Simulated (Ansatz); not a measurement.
`[SiH3][O][In]([SH])[Cl]` + `O[SiH3]` → `[SiH3][O][In]([SH])[O][SiH3]` + HCl  (ligand exchange at the In–Cl bond)

Program: Ansatz. Geometries: PBE0-D4/def2-TZVP. ΔE: electronic, gas phase. CCSD(T)/CBS adds triple-zeta CCSD(T) − MP2 to the extrapolated MP2 energy (def2 sets, frozen cores). This one scheme is used for every species. Functionals use def2-TZVPP. B3LYP here is the variant with VWN-RPA as its local correlation; programs differ in this. def2 core potentials past Kr. For In outer-core shells are correlated without core-valence functions, which leaves a few kJ/mol of doubt a bond. One conformer a species, not always the lowest.

`[SiH3][O][In]([SH])[Cl]`:

Z-matrix (Å, degrees):
```
Si
O 1 1.635
H 1 1.490 2 111.6
H 1 1.488 2 109.9 3 120.4
H 1 1.488 2 109.5 3 -120.3
In 2 1.962 1 137.5 3 -5.8
Cl 6 2.306 2 116.6 1 0.6
S 6 2.349 2 118.7 1 -179.4
H 8 1.346 6 91.6 2 0.1
```

`O[SiH3]`:

```xyz
6

O     1.167   -0.048   -0.527
Si   -0.332    0.180    0.117
H     1.530   -0.934   -0.514
H    -1.364   -0.626   -0.594
H    -0.626    1.622   -0.039
H    -0.375   -0.193    1.557
```

`[SiH3][O][In]([SH])[O][SiH3]`:

```xyz
13

Si   -0.454    0.277   -2.342
O    -1.501    0.012   -1.118
In   -1.410   -0.118    0.839
S    -3.310   -0.290    2.199
O     0.400   -0.096    1.611
Si    1.934   -0.125    1.054
H    -1.183    0.915   -3.470
H     0.655    1.182   -1.921
H     0.148   -0.999   -2.818
H    -2.558   -0.342    3.314
H     2.809   -0.754    2.079
H     2.430    1.252    0.780
H     2.039   -0.913   -0.208
```

HCl:

```xyz
2

Cl    0.077   -0.129    0.622
H    -0.077    0.129   -0.622
```

```
             level  ΔE (kcal/mol)  difference from CCSD(T)/CBS
            PBE-D4           17.4                          1.6
         r2SCAN-D4           17.7                          1.9
           PBE0-D4           18.3                          2.5
          B3LYP-D4           17.0                          1.2
           ωB97X-V           17.0                          1.2
           ωB97M-V           17.5                          1.7
            B2PLYP           17.5                          1.7
               PBE           18.6                          2.8
            r2SCAN           18.1                          2.3
              PBE0           19.4                          3.6
             B3LYP           18.9                          3.1
     HF/def2-TZVPP           20.6                          4.8
    MP2/def2-TZVPP           16.1                          0.3
SCS-MP2/def2-TZVPP           15.8                          0.0
   CCSD/def2-TZVPP           16.1                          0.3
CCSD(T)/def2-TZVPP           15.5                         -0.3
     HF/def2-QZVPP           20.2                          4.4
    MP2/def2-QZVPP           16.1                          0.3
SCS-MP2/def2-QZVPP           15.9                          0.1
      HF/CBS(def2)           20.1                          4.3
     MP2/CBS(def2)           16.3                          0.5
    CCSD/CBS(def2)           16.4                          0.6
       CCSD(T)/CBS           15.8                            0
```

Largest T1 diagnostic among the species: 0.015.

In def2-TZVPP, CCSD(T) changes the Hartree–Fock value by −5.0 kcal/mol (the triples alone add −0.6 kcal/mol) and MP2 by −4.5 kcal/mol. The D4 term adds −1.9 kcal/mol with B3LYP and −1.1 kcal/mol with PBE0; it sums over pairs of atoms, weighted by their polarisabilities, and B3LYP, whose exchange is more repulsive, gets the larger term.
